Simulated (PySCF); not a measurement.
Compound: C7H12Ge.
Structure used (PBE0-D3(BJ)/def2-SVP), in Å, numbered top down from 1:
```xyz
20
C7H12Ge angstrom
C      2.2677    0.6067    0.3360
C      0.9884    0.8978    0.6143
C     -0.1141   -0.0936    0.3430
C     -1.1751    0.4427   -0.5921
C     -2.5752   -0.0897   -0.5375
C     -2.2872    1.3083   -0.0697
Ge     0.9014   -1.6393   -0.3750
C      2.6469   -0.7332   -0.2321
H      3.0535    1.3480    0.5237
H      0.7166    1.8784    1.0234
H     -0.6038   -0.3832    1.2905
H     -0.8025    0.7015   -1.5900
H     -2.7991   -0.8465    0.2208
H     -3.1209   -0.2227   -1.4753
H     -2.6324    2.1447   -0.6833
H     -2.3142    1.5009    1.0070
H      0.8028   -2.9075    0.4959
H      0.5005   -1.9853   -1.8226
H      3.1596   -0.6359   -1.2035
H      3.3391   -1.2775    0.4317
```

The calculation used TDDFT CAM-B3LYP/def2-SVPD, vertical, gas phase, core orbitals frozen in the response (PySCF 2.14.0, density-fitted response routines). The CAM-B3LYP/def2-SVPD calculation is non-relativistic and has no spin–orbit coupling, an omission that weighs most on germanium.

Transition dipole moments from the ground state, in atomic units and in the frame of the coordinates above (overall signs are arbitrary), for the states with f of 0.002 or more among the lowest 7:

```csv
state,E (eV),μx,μy,μz
S1,6.711,0.320,-0.075,0.186
S2,6.742,-0.457,0.065,0.182
S3,7.017,0.890,-0.096,-0.086
S4,7.157,0.047,0.147,-0.031
S5,7.217,-0.047,0.330,0.038
S6,7.450,0.090,0.277,0.203
S7,7.591,0.156,0.046,-0.037
```

Q: What oscillator strength does each state have?

A: f = (2/3) ΔE |μ|² with ΔE in hartree (27.2114 eV).

| state | \|μ\|² (au) | \|μ\| (D) | f |
| --- | --- | --- | --- |
| S1 | 0.143 | 0.96 | 0.023 |
| S2 | 0.247 | 1.26 | 0.041 |
| S3 | 0.808 | 2.28 | 0.139 |
| S4 | 0.025 | 0.40 | 0.004 |
| S5 | 0.112 | 0.85 | 0.020 |
| S6 | 0.126 | 0.90 | 0.023 |
| S7 | 0.028 | 0.42 | 0.005 |

Q: Which bond between heavy atoms lies closest to the direction of the S3 transition dipole?

A: C1–C2, at 9° from it; next C4–C5 at 27°.

Q: What angle do the transition dipoles of S1 and S5 make?

A: |cos θ| = |μa·μb| / (|μa| |μb|) = 0.26, so θ ≈ 75° (taken between 0 and 90°, since the signs are arbitrary).

Q: How is the summed strength of these states shared among x, y and z?

A: (2/3) Σ ΔE μα² gives 0.194 for x, 0.041 for y and 0.021 for z, 0.256 in all.

Q: What peak molar absorption coefficient would the strongest computed level give as a lone Gaussian band 0.5 eV wide at half height?

A: ε(max) = 2.175×10⁸ f / FWHM, with the width in cm⁻¹. S3: 2.175×10⁸ × 0.1389 / 4033 ≈ 7500 L mol⁻¹ cm⁻¹.

The vertical ionisation energy (ΔSCF) is 8.97 eV, 1.38 eV above S7.

Hardware: one thread, Intel Xeon Platinum 8488C (x86_64), shared host with 96 logical CPUs at a one-minute load of 29. Cost: 4.9 min (grids of density and orbitals included), 1.3 GiB resident at most.

One conformer stands for the species.
